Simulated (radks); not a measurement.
Values are calculated unless marked as measured or tabulated.
Excited configurations of the technetium ion Tc41+: one electron is placed in a higher orbital outside 1s1. The ground configuration is [He]. Level of theory: Dirac Kohn-Sham, BLYP, spin-unpolarised, spherical densities, finite nucleus; open shells fill j = l - 1/2 first; Fermi nuclear charge, rms radius 4.4112 fm (a radial shooting solver on a logarithmic mesh with Libxc functionals). Excitation = E - E(ground); binding = E(ion) - E, where the ion is the core of charge +42; n* = 42/sqrt(2 binding) in atomic units. These energies are relativistic, and a one-electron ion of charge +42 with no core already has n* below n in this formula (Dirac formula, point nucleus: 2s1/2 1.970, 3p1/2 2.964, 5p1/2 4.959, 5d3/2 4.983, 5f5/2 4.991, 6p1/2 5.958, 6d3/2 5.982, 6f5/2 5.990, 7s1/2 6.957, 7f5/2 6.989). The quantum defect is therefore taken as that value minus n*, so that it holds no relativistic shift of the bare ion.

outer orbital,excitation (eV),binding (eV),n*,quantum defect,eigenvalue (eV),<r> (bohr)
2s1/2,18864.3,6248.7,1.960,0.010,-6175.2,0.1364
3p1/2,22371,2741.9,2.959,0.005,-2708.6,0.2879
5p1/2,24137,975.68,4.960,-0.001,-967.00,0.8526
5d3/2,24149,964.06,4.990,-0.006,-954.42,0.8158
5f5/2,24152,961.14,4.997,-0.006,-949.87,0.7474
6p1/2,24439,674.11,5.967,-0.009,-668.53,1.246
6d3/2,24445,667.70,5.995,-0.013,-661.62,1.210
6f5/2,24447,666.40,6.001,-0.011,-659.56,1.142
7s1/2,24619,493.91,6.971,-0.014,-489.85,1.734
7f5/2,24624,488.75,7.008,-0.018,-483.93,1.611

The Delta-SCF ionisation energy is 25113 eV (NIST Atomic Spectra Database: 25004.5 eV, theoretical). Self-interaction in the functional shifts the binding energies and quantum defects, so they are the method's values and not measured ones. Spin polarisation and multiplet splitting are left out, so open shells lie too high by an amount that depends on their filling.

Beside tabulated values, note that spin-unpolarised runs miss the spin-polarisation part of the exchange energy of open shells.
